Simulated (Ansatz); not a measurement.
Program: Ansatz. Geometries: PBE0-D4/def2-TZVP. ΔE: electronic, gas phase. CCSD(T)/CBS adds triple-zeta CCSD(T) − MP2 to the extrapolated MP2 energy (def2 sets, frozen cores). Elements past krypton have def2 core potentials. For I outer-core shells are correlated without core-valence functions, which leaves a few kJ/mol of doubt a bond. Each species was taken in one conformer, which may not be the lowest.

`CCI` + `BN[SiH2]Cl` → `BN(C)[SiH2]Cl` + `CI`  (substitution at a C–C bond)

`CCI`:

Cartesian coordinates in Å:
```
C 0.691 -0.448 0.023
C -0.639 0.245 0.167
I -0.924 1.764 -1.327
H 0.790 -1.210 0.803
H 1.521 0.253 0.126
H 0.782 -0.942 -0.946
H -0.740 0.769 1.115
H -1.481 -0.430 0.039
```

`BN[SiH2]Cl`:

Z-matrix (Å, degrees):
```
Si
N 1 1.730
Cl 1 2.055 2 111.1
H 1 1.480 2 110.0 3 117.1
H 1 1.475 2 108.1 3 -119.1
B 2 1.403 1 125.7 3 106.7
H 2 1.011 1 117.1 3 -71.9
H 6 1.197 2 118.7 1 0.6
H 6 1.196 2 119.6 1 -179.7
```

`BN(C)[SiH2]Cl`:

Cartesian coordinates in Å:
```
B 0.810 0.626 -1.305
N 0.213 0.099 -0.154
C 0.787 0.294 1.175
Si -1.257 -0.819 -0.251
Cl -2.764 0.163 0.748
H 1.837 1.236 -1.205
H 0.284 0.452 -2.365
H 1.733 0.829 1.088
H 0.971 -0.665 1.668
H 0.113 0.876 1.810
H -1.081 -2.111 0.452
H -1.648 -0.981 -1.662
```

`CI`:

Cartesian coordinates in Å:
```
C -0.163 -0.142 -0.073
I 1.358 1.184 0.606
H 0.262 -0.754 -0.862
H -0.471 -0.749 0.773
H -0.986 0.461 -0.444
```

| level | ΔE (kJ/mol) |
| --- | --- |
| CCSD/def2-SVP | 33.5 |
| HF/def2-TZVPP | 40.7 |

What does CCSD(T)/CBS give? (An estimate is asked.)

Ansatz gave: +37.0 kJ/mol. The listed levels differ from it by -3.5, 3.7 kJ/mol.

What do rigid-rotor, harmonic-oscillator terms from PBE0-D4/def2-TZVP frequencies (298.15 K, 1 bar) make of the CCSD(T)/CBS value? (Estimate.)

Ansatz gave: ΔZPE = -2.2 kJ/mol, ΔH = +35.6 kJ/mol, ΔS = -11 J/(mol·K), ΔG = +38.9 kJ/mol.

Largest T1 diagnostic among the species: 0.011.

At CCSD(T), def2-SVP lies −4.5 kJ/mol from the extrapolated value and def2-TZVPP −1.9 kJ/mol. Leaving LDA and LC-ωPBE aside and taking each functional with its dispersion term where it has one, the values, not all of them listed here, spread over 6.7 kJ/mol, from revPBE-D4 to PBE-QIDH. LDA lies −3.6 kJ/mol from PBE without D4. The D4 term adds −4.0 kJ/mol with B3LYP and −2.3 kJ/mol with PBE0; it sums over pairs of atoms, weighted by their polarisabilities, and B3LYP, whose exchange is more repulsive, gets the larger term.

B3LYP here is the variant with VWN-RPA as its local correlation; programs differ in this.
